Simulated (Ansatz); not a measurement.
Question: Predict a relaxed structure of SnClH3 (SnH3Cl), charge 0, singlet, at PBE0-D4/def2-TZVP (Ansatz).

Answer: 
```xyz
5

Sn    0.180   -0.032   -0.005
Cl   -2.117    0.374    0.061
H     0.933    1.485    0.143
H     0.487   -0.769   -1.506
H     0.517   -1.059    1.307
```
Point group C3v (tolerance 0.1 Å). This is one stationary point.

In the def2 sets Sn takes a core potential; there is no spin–orbit coupling.
